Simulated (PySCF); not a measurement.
A structure optimised at r2SCAN-D4/def2-SVP, used in a PySCF frequency run:

```xyz
5

Ta     0.0000     0.0000    -0.1534
O      0.0000     0.0000    -1.8665
Cl     1.9046     1.0996     0.5124
Cl     0.0000    -2.1992     0.5124
Cl    -1.9046     1.0996     0.5124
```
Charge 0, spin multiplicity 1.

### Question
Write its SMILES, formula and point group.

### Answer
[O]=[Ta]([Cl])([Cl])[Cl], Cl₃OTa, C3v

### Question
What are its rotational constants (standard atomic weights)?

### Answer
1.4646, 1.4646, 0.98254 GHz
